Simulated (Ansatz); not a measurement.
`BC(=C)S[SiH2]F` + `N[SiH](F)F` → `F[SiH2]N[SiH](F)F` + `BC(=C)S`  (ligand exchange at the Si–S bond)

Calculated with Ansatz (gas phase, PBE0-D4/def2-TZVP geometries, no zero-point term in ΔE). CCSD(T)/CBS adds triple-zeta CCSD(T) − MP2 to the extrapolated MP2 energy (def2 sets, frozen cores). This one scheme is used for every species. Functionals use def2-TZVPP. B3LYP here is the variant with VWN-RPA as its local correlation; programs differ in this. One conformer a species, not always the lowest.

```csv
level,ΔE (eV)
ωB97M-V,-0.16
PBE,-0.09
B3LYP,-0.20
MP2/def2-QZVPP,-0.15
```

**Question.** What does CCSD(T)/CBS give? (Estimate.)

**Answer.** Ansatz gave: -0.17 eV. The listed levels differ from it by 0.01, 0.08, -0.03, 0.02 eV.

Largest T1 diagnostic among the species: 0.012.

In def2-TZVPP, CCSD(T) changes the Hartree–Fock value by +0.09 eV (the triples alone add +0.02 eV) and MP2 by +0.13 eV. The D4 term adds +0.04 eV with B3LYP and +0.02 eV with PBE0; it sums over pairs of atoms, weighted by their polarisabilities, and B3LYP, whose exchange is more repulsive, gets the larger term.
